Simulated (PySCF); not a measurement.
Substituent chemical shifts

Parent skeleton `[CH3:1][CH:2]([F:3])[SiH2:4][N:5]([CH3:6])[CH3:7]`; one hydrogen on atom 1 is replaced by X. Hydrogens on one atom are averaged.

PySCF calculation with coordinates at the GFN2-xTB level and GIAO PBE0/pcSseg-1 shieldings; non-relativistic Hamiltonian, no solvent model, equivalent nuclei averaged, one computed conformer.

Referencing at the same level of theory: TMS for ¹³C and ²⁹Si and ¹H; CFCl3 for ¹⁹F; NH3 for ¹⁵N.

Problem. Order these by the shift of H(C2), most shielded first.
A. X = CH2F
B. X = ethynyl
C. X = vinyl

Solution. C (4.85 ppm), B (5.02 ppm), A (5.14 ppm).

Problem. Order these by the shift of N5, most shielded first.
A. X = CH2SiH3
B. X = CH2F
C. X = vinyl

Solution. A (13.1 ppm), C (14.9 ppm), B (17.7 ppm).

Problem. Order these by the shift of C1, most shielded first.
A. X = CH2F
B. X = CH2SiH3
C. X = propynyl
D. X = vinyl
E. X = CH2CN

Solution. C (24.3 ppm), E (33.8 ppm), B (35.6 ppm), A (39.9 ppm), D (41.6 ppm).

Unscaled 19F shifts against computed CFCl3 carry errors that often reach 10 to 50 ppm. Experimental scales use liquid or dissolved standards, which lie at an offset from isolated NH3 (liquid NH3: subtract about 20 ppm).
